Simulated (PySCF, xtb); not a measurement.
Two conformers of CHF2NOSi (SMILES N#CO[SiH](F)F), B3LYP-D3(BJ)/def2-TZVP minima.
Conformer 1 (charge 0, multiplicity 1):
```xyz
7

N      2.78589    -0.15616    -0.41919
C      1.66781    -0.43823    -0.41698
O      0.43240    -0.80033    -0.41762
Si    -0.94570     0.12125    -0.33678
F     -0.96255     1.11908    -1.55553
F     -0.91717     0.96320     0.99424
H     -2.06069    -0.80881    -0.37381
```
Conformer 2 (charge 0, multiplicity 1):
```csv
atom,x (Å),y (Å),z (Å)
N,2.7782,-0.1489,0.1541
C,1.6909,-0.2678,-0.2124
O,0.4910,-0.4116,-0.6536
Si,-0.9156,0.1417,0.0432
F,-1.1709,-0.6688,1.3687
F,-2.0233,-0.2153,-1.0128
H,-0.8503,1.5707,0.3128
```

No zero-point or thermal terms.

Rows in LANL2DZ carry no dispersion term and start afresh at each structure. LANL2DZ brings its own core potentials from Na on.

Run with PySCF for LANL2DZ rows; xtb for the GFN methods. 

Question: One of these levels gives -0.03 kcal/mol for the electronic energy of conformer 2 less that of conformer 1. Which?
A. B3LYP/LANL2DZ
B. GFN-FF
C. GFN1-xTB

Answer: C, GFN1-xTB. The others give 1.77 (GFN-FF), 1.33 (B3LYP/LANL2DZ)
